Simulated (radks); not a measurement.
The numbers below are computed, except where a source is named.
Spherical quantum dot in the effective-mass picture: electrons in a hard-walled sphere of radius 10.6, with a point charge +1 (a donor) at the centre, all in effective atomic units (hartree* = m*/eps^2 hartree, bohr* = eps/m* bohr), one dielectric constant everywhere. Level of theory: non-relativistic Kohn-Sham, PBEsol, spin-polarised, spherical densities (a radial shooting solver with Libxc functionals). Levels are named by radial order and angular momentum (1s, 1p, 1d, 2s, ...), and open shells are averaged over m. Results are scaled to m* = 0.234 and eps = 8.4, for which hartree* = 90.24 meV and bohr* = 1.9 nm.

N = 4, configuration 1s2 1p(up 2, down 0). This is the lowest configuration that the search found (a dilute case). Occupied levels:

| level | occupation | eigenvalue (meV) | <r> (nm) |
|---|---|---|---|
| 1s down | 1 | 26.904 | 4.246 |
| 1s up | 1 | 28.755 | 7.828 |
| 1p up | 2 | 33.421 | 13.14 |

Energy (meV): total 1.92351, kinetic 59.997, external -140.75, Hartree 136.84, exchange-correlation -54.166.
